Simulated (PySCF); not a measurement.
## What settings do to a single point of [ReO3F2]−

The sound run of [ReO3F2]− (singlet) uses PySCF 2.14.0, RKS B3LYP, Re def2-SVP with ECP60, O def2-SVP, F def2-SVP; non-relativistic Hamiltonian with scalar-relativistic core potentials where named; density fitting; no spin-orbit coupling, grid (50, 194), threshold 1e-8 Eh and 55 cycles, at the relaxed geometry:

```xyz
6

Re    0.0488    0.0655    0.0349
O     0.1862   -0.0767    1.7453
O     1.6091   -0.0790   -0.6792
O    -0.2210    1.7672   -0.1260
F    -1.6208   -0.1100   -0.9402
F    -0.2428   -1.8741   -0.1334
```

There Re1 has a Mulliken charge of 1.16 e and the dipole about the centre of mass is 0.51 D. Each run below changes one thing and starts from free metal ions and neutral atoms unless it says otherwise; with 55 cycles, smearing, a level shift and second-order steps follow where DIIS fails, and their cycles count. Energy shifts count from the sound run.

| change | outcome | cycles | energy shift (eV) | largest force component (eV/Å) | charge on Re1 (e) | dipole about the centre of mass (D) |
| --- | --- | --- | --- | --- | --- | --- |
| grid (30, 86) | converged | 12 | -0.0568 | 0.31 | 1.16 | 0.50 |
| charge changed by +4, spin kept, limit 57 cycles | converged | 27 | – | 3.28 | 1.75 | 1.71 |
| start from the bare core Hamiltonian, limit 93 cycles | converged | 17 | 0.0000 | 0.01 | 1.16 | 0.51 |
| all coordinates × 1.05 | converged | 13 | 0.80 | 4.08 | 1.16 | 0.76 |

(1) How does the run with this change end: threshold 0.0001?

Unsound on purpose, so not properties of the compound: charge changed by +4, spin kept, limit 57 cycles.

Forces carry noise of the integration grid, about 0.01 to 0.03 eV/Å.

Results:

(1) outcome converged, cycles 8, energy shift (eV) 0.0001, largest force component (eV/Å) 0.02, charge on Re1 (e) 1.16, dipole about the centre of mass (D) 0.50.
